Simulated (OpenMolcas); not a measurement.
## Rh3+: ligand-field states by method

Rh3+ with 6 ligands (chloride) in trigonal prismatic coordination (D3h) at 2.42 Å, a polar angle of 50.1° against the regular 49.1°. A charge of +0.5 e stands 3.2 Å behind each ligand. Ligand basis ANO-RCC-VDZP.
```
Rh    0.0000    0.0000    0.0000
Cl    1.8561    0.0000    1.5529
Cl   -0.9280    1.6074    1.5529
Cl   -0.9280   -1.6074    1.5529
Cl    1.8561    0.0000   -1.5529
Cl   -0.9280    1.6074   -1.5529
Cl   -0.9280   -1.6074   -1.5529
```

```json
{
 "Program": "OpenMolcas 26.06",
 "Basis": "ANO-RCC-VDZP [6s5p3d1f]",
 "Scalar Hamiltonian": "DKH2, point nucleus",
 "Active space": "6 electrons in 5 orbitals (4d)",
 "State averaging": "2S+1 = 5 even, 5 roots; 2S+1 = 3 even, 45 roots; 2S+1 = 1 even, 50 roots",
 "Spin-orbit coupling": "state interaction with AMFI integrals over the reference wave functions"
}
```

I. CASSCF
II. SS-CASPT2, IPEA 0.25 Eh, imaginary shift 0.1 Eh (closed shells correlated: 4s 4p and the ligand valence shells)

Spin-free states (labels of D3, the rotations of D3h) in cm-1, each column counted from its own energy of the first state listed:

```
State  Degeneracy      I     II
  5A1           1      0      0
   5E           2   2184   4010
  3A2           1   5173  -5060
   3E           2   5560  -5400
  3A1           1   5569  -5010
  1A1           1   5929  -8260
  1A1           1  11451  -3010
  1A2           1  12522  -3400
   5E           2  12729  17390
   1E           2  13684   -800
   3E           2  14486   6810
   3E           2  15234   6340
  3A2           1  15626   5770
  3A2           1  16404   7710
   3E           2  16505   7920
   3E           2  17313  10790
  3A1           1  17595   8630
   3E           2  18171   9990
  1A1           1  20372   7290
  1A2           1  20465   6890
```

II puts a state of multiplicity 1 lowest, 8300 cm-1 below that state.

From I to II, I's first state of the same spin (5E) moves from 2184 to 4010 cm-1, by about +1800 cm-1.

From I to II, I's first state of another spin (3A2) moves from 5173 to -5060 cm-1, by about -10000 cm-1. In II another state of that kind comes below it.

χT at 300 K: I 3.15, II 0.08 cm3 K/mol.

Roots that are degenerate in the reference are averaged as groups; the widest CASPT2 spread within a group is 410 cm-1 (the 2-fold group of multiplicity 1 near 57700 cm-1 above the lowest state of its run, II). Shifts and gaps below about the spread of the groups concerned are not significant. Over all roots computed the reference weight is 0.61 to 0.65 in II; a low but even weight reflects the number of correlated electrons. The least metal-like active orbital is 74 % on the metal (Löwdin) and no ligand orbital is active, so the numbers are rough. Ligand-to-metal charge-transfer states are missing. With no ligand orbital active B as a rule stays too high, so bands that hang on it stand too high and its fall with covalency is understated. Without dynamic correlation the repulsion within the d shell is too large (B by tens of per cent), so at a given field states of lower spin stand too high (holds for I). This shell can be high or low spin here, a state of another spin lies low, and with metal d orbitals alone active their balance is uncertain, so the ground spin may be wrong (holds for I). With metal d orbitals alone the field can be off either way by tens of per cent (holds for I). This shell can be high or low spin here, a state of another spin lies low, and with metal d orbitals alone active their balance is uncertain, so the ground spin may be wrong, although the usual error favours high spin (holds for II). No measured value stands beside these numbers; the geometry is a model, was not optimised and need not be the one that this ion takes.
